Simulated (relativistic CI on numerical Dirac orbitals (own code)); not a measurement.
## Hyperfine structure of Ba8+, mass number 137

Calculated at this level of theory: Dirac-Coulomb-Breit CI, separate exchange-only KLI orbitals for each configuration, model QED, unscaled Slater integrals (own radial code, finite nucleus).

Configurations in the expansion (outside the closed core [Kr]): 4d10.5s2, 4d10.5s.5p, 4d10.5s.5d, 4d10.5s.4f, 4d10.5s.5f, 4d10.5p.5d, 4d10.5s.5g, 4d10.4f.5d, 4d9.5s2.4f, 4d10.5s.6s, 4d10.5s.6p, 4d10.5p2, 4d9.4f.5p2, 4d10.4f2, 4d9.4f3, 4d10.4f.5p, 4d9.4f2.5p. Double excitations out of closed p, d and f shells are left out; levels of such configurations are missing from the list, as are those of other unlisted configurations, and high levels can miss mixing partners.

Nuclear spin I = 3/2, μ = 0.9375 μN, Q = 0.236 b (tables of Stone and Pyykkö). The electronic factors are computed for point nuclear moments, without core polarisation or the Bohr-Weisskopf and QED corrections.

| Level | E (eV) | A (MHz) | B (MHz) |
| --- | --- | --- | --- |
| 4d10.5s.5p 3P°_1 | 13.7051 | 21360 | -592 |
| 4d10.5s.5p 3P°_2 | 16.1210 | 11770 | 1220 |
| 4d10.5s.5p 1P°_1 | 20.1481 | -3299 | 1140 |
| 4d10.5s.4f 3F°_2 | 28.3099 | -6522 | 96.2 |
| 4d10.5s.4f 3F°_3 | 28.3687 | 2752 | 105 |
| 4d10.5s.4f 3F°_4 | 28.4594 | 5311 | 137 |
| 4d10.5s.4f 1F°_3 | 29.4318 | -575.6 | 145 |
| 4d10.5p2 1D_2 | 35.4114 | 3721 | 1190 |

Levels with J = 0, under 50 % of one LS term, or S terms without an open s electron are left out. Small factors come from cancelling terms and can be off by tens of per cent or more.

At this charge configurations can still be misplaced by up to about 7 % of their energy. Levels and lines within the n = 5 or 6 shells can be off by up to 10 % or somewhat more, and those that change n by about 2 %, since core polarisation is missing. Levels that differ in their count of f electrons can be misplaced by several ten thousand cm⁻¹, since the correlation energy of f electrons is missing or only estimated; rates across such gaps can be off by orders of magnitude.

Question: Give the hyperfine levels of 4d10.5s.5p 3P°_1 relative to its centre of gravity.

Answer: With K = F(F + 1) − I(I + 1) − J(J + 1), E = AK/2 + B[¾K(K + 1) − I(I + 1)J(J + 1)]/[2I(2I − 1)J(2J − 1)]: F = 1/2: -54130, F = 3/2: -20760, F = 5/2: 31890 MHz.

LS names give the leading component of a level, which can be under half, so a name can repeat, a term be missing and a line seem to break the LS rules.
